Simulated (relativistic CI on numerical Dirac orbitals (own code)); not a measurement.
**Slater and spin-orbit integrals, Ir57+**

Method of calculation: Dirac-Coulomb-Breit CI, orbitals from a KLI potential per configuration, a model potential for QED, unscaled Slater integrals (own radial code, finite nucleus).

Slater integrals F^k, G^k are unscaled and averaged over j, outside the closed core [Ne]; ζ comes from projecting the Hamiltonian with its Breit term on Σ l·s of the shell.

- 3s²3p⁶3d²: F^2(3d,3d) = 648540, F^4(3d,3d) = 419580, ζ(3d) = 295000 cm⁻¹; <r>(3d) = 0.1581, <r^2>(3d) = 0.02889 (bohr units).
- 3s²3p⁵3d³: ζ(3p) = 2.1969e+06, F^2(3d,3d) = 647740, F^4(3d,3d) = 419040, F^2(3p,3d) = 555840, G^1(3p,3d) = 583380, G^3(3p,3d) = 391860, ζ(3d) = 292840 cm⁻¹; <r>(3p) = 0.1773, <r^2>(3p) = 0.03646, <r>(3d) = 0.1583, <r^2>(3d) = 0.02896 (bohr units).
- 3s3p⁶3d³: F^2(3d,3d) = 647440, F^4(3d,3d) = 418840, G^2(3s,3d) = 451790, ζ(3d) = 294010 cm⁻¹; <r>(3s) = 0.1795, <r^2>(3s) = 0.03689, <r>(3d) = 0.1584, <r^2>(3d) = 0.02899 (bohr units).

Give the Racah parameters of the d shell in 3s²3p⁶3d².

B = F²/49 − 5F⁴/441 = 8478 cm⁻¹ and C = 35F⁴/441 = 33300 cm⁻¹.

Averages of the first 10 configurations, taken without configuration mixing, which lowers the lowest level and can move excited configurations by several eV; other configurations of the list can lie among them:

| Configuration | Parity | States | Average energy above the lowest level (eV) |
| --- | --- | --- | --- |
| 3s²3p⁶3d² | even | 45 | 116.5 |
| 3s²3p⁵3d³ | odd | 720 | 609.1 |
| 3s3p⁶3d³ | even | 240 | 1119.7 |
| 3s²3p⁶3d4s | even | 20 | 2347.5 |
| 3s²3p⁶3d4p | odd | 60 | 2542.9 |
| 3s²3p⁶3d4d | even | 100 | 2742.5 |
| 3s²3p⁵3d²4s | odd | 540 | 2828.9 |
| 3s²3p⁶3d4f | odd | 140 | 2879.8 |
| 3s²3p⁵3d²4p | even | 1620 | 3024.6 |
| 3s²3p⁵3d²4d | odd | 2700 | 3223.5 |
